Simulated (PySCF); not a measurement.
## From computed data to an observable: chemical shift, span and skew from a shielding tensor

Si(H)2(OMe)(SeH) (CH6OSeSi), SMILES [SeH][SiH2]OC. Atoms are numbered in the order given.

```xyz
10

Si    -0.6818     0.2496    -0.9204
Se     1.2086     0.5161     0.3691
O     -1.9190    -0.5160    -0.1204
C     -1.8359    -1.7954     0.4672
H     -1.1773     1.6082    -1.2368
H     -0.2899    -0.5155    -2.1388
H      1.7607    -0.7941    -0.0265
H     -1.0401    -1.8380     1.2331
H     -2.7975    -2.0211     0.9527
H     -1.6363    -2.5816    -0.2855
```
Charge 0, spin multiplicity 1.

Coordinates come from a B3LYP-D3(BJ)/def2-SVP optimisation. This is a generated structure with no PubChem entry under its InChIKey; it may be hypothetical. One conformer was computed; it need not be the lowest.

GIAO shieldings from PySCF with PBE/pcSseg-1, non-relativistic, no solvent. The symmetric part of the tensor of C4 has the principal values 97.2, 104.2, 177.7 ppm. The same nucleus in TMS has σ = 182.0 ppm at this level (PySCF, at its B3LYP-D3(BJ)/def2-TZVP geometry).

### Question
Work out the isotropic shielding, the ¹³C shift against TMS, the span and the skew.

### Answer

σ(iso) = (σ11 + σ22 + σ33)/3 = 126.4 ppm. δ = σ(ref) − σ(iso) = 182.0 − (126.4) = 55.6 ppm.
Span Ω = σ33 − σ11 = 80.5 ppm. Skew κ = 3(σ(iso) − σ22)/Ω = 0.83. Tumbling in solution averages the tensor to δ; in a static solid the shielding alone would spread this spin-1/2 line over Ω.
